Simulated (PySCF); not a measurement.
## C₆ coefficients of unlike pairs at PBE0

Calculated with PySCF 2.14 from the dipole response of each species, C₆(A,B) = (3/π) ∫ α_A(iu) α_B(iu) du, in atomic units, from isotropic polarisabilities. For ions this is the dispersion term alone; charge-induced terms of lower order in 1/R come first.

```tsv
species	configuration	basis	relativity	α (bohr³)	C₆ (like pair)
Kr	[Kr] (1S)	def2-QZVPPD (12s8p5d4f1g)	none	17.29	134.3
Os(2+)	[Xe] 4f14 5d6 (5D)	aug-cc-pVTZ-PP with one added diffuse shell each of s, p, d, f, g type with ECP60MDF (7s7p6d4f3g)	core potential	11.25	71.30
Tl	[Xe] 4f14 5d10 6s2 6p1 (2P)	aug-cc-pVDZ-PP with ECP60MDF (5s4p3d)	core potential	77.45	763.5
Sc+	[Ar] 3d1 4s1 (3D)	aug-cc-pVDZ-DK (7s6p4d2f)	spin-free X2C	62.01	420.3
```

Question: Estimate C₆ for Os(2+) with Kr.

Answer: The integral gives 96.62. The combination rule 2 C_A C_B / (C_A α_B/α_A + C_B α_A/α_B) gives 97.23 and the geometric mean 97.86.

No spin-orbit coupling is included.

The other pairs:

```
       pair     C₆
 Tl, Os(2+)  191.8
    Sc+, Tl  563.0
     Tl, Kr  281.4
    Sc+, Kr  198.8
Sc+, Os(2+)  135.6
```
